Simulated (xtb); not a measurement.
C₃HCl₂F, SMILES C(Cl)(Cl)=C=CF. All values are semi-empirical tight-binding results from xtb (GFN2-xTB unless named), good for trends rather than for accurate numbers. Geometry: GFN2-xTB.

```yaml
point_group_as_xtb_finds_it: Cs
orbital_gap: 4.32 eV
dipole_moment: 1.59 D
zero_point_energy: 18.2 kcal/mol
G − E(el) at 298.15 K (modified RRHO): -1.9 kcal/mol
static polarisability (D4 model): 62.3 bohr³
solvation energy, GFN2-xTB/ALPB(water): -1.5 kcal/mol
solvation energy, GFN2-xTB/ALPB(ch2cl2): -4.5 kcal/mol
```
